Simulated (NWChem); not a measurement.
**Basis-set convergence for H$_{3}$NSSi**

```xyz
6

Si     0.1316    -0.9486     0.0000
N     -1.5765    -0.7017     0.0000
H     -2.2053    -1.5006     0.0000
H     -2.0886     0.1784     0.0000
S      0.7153     1.1633     0.0000
H      2.0416     0.9013     0.0000
```
Charge 0, spin multiplicity 1.

All runs are NWChem calculations. Structure: optimised with B3LYP/def2-SVP, a minimum by its harmonic frequencies. It is one conformer; others weren't searched.

Quantity: LUMO energy at the level PBE.

The Pople sets run with spherical d functions. The structure started from a generated list of species.

```tsv
basis	functions	LUMO energy (eV)
STO-3G	26	2.40
3-21G	41	-1.94
pcseg-1	65	(withheld)
cc-pVDZ	65	-1.88
def2-SVP	65	-1.87
6-311G**	88	-2.11
6-311++G**	103	(withheld)
pcseg-2	140	-2.18
def2-TZVPP	157	-2.10
aug-cc-pVTZ	215	(withheld)
```

Problem. Some entries are withheld; supply them.

Solution. 
- pcseg-1, LUMO energy (eV): -2.13
- 6-311++G**, LUMO energy (eV): -2.26
- aug-cc-pVTZ, LUMO energy (eV): -2.22
